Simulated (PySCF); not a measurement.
# Finite-field polarisability of Pb⁻ (lead, charge -1)

[Xe] 4f14 5d10 6s2 6p3, high-spin 4S determinant. Computed with PySCF 2.14 in x2c-TZVPPall with one added diffuse shell each of s, p, d, f type (12s8p7d4f, 99 functions), with the spin-free X2C one-electron Hamiltonian (Gaussian nucleus). Frozen: [Xe] 4f14 5d10. Energy changes in a uniform field (μhartree):

| axis | F (au) | HF | MP2 | CCSD | CCSD(T) |
| --- | --- | --- | --- | --- | --- |
| x | 0.001 | -91.416 | -91.619 | -93.417 | -94.061 |
| x | 0.002 | -366.067 | -366.790 | -374.011 | -376.581 |

Task: Derive α along x at CCSD(T) from the two fields.

Result: With ΔE = −αF²/2 − γF⁴/24, α = −(16 ΔE(F) − ΔE(2F))/(6F²) = 188.1 bohr³.

Task: And the mean polarisability at each level?

Result: HF 182.8, MP2 183.2, CCSD 186.8, CCSD(T) 188.1 bohr³.

The polarisability of an anion needs two sets of diffuse s and p functions; this basis lacks them, so these values show the method and not the converged property.

Spin-orbit coupling is strong in this species (close to jj coupling), so the high-spin LS determinant is a model state, not a physical level.
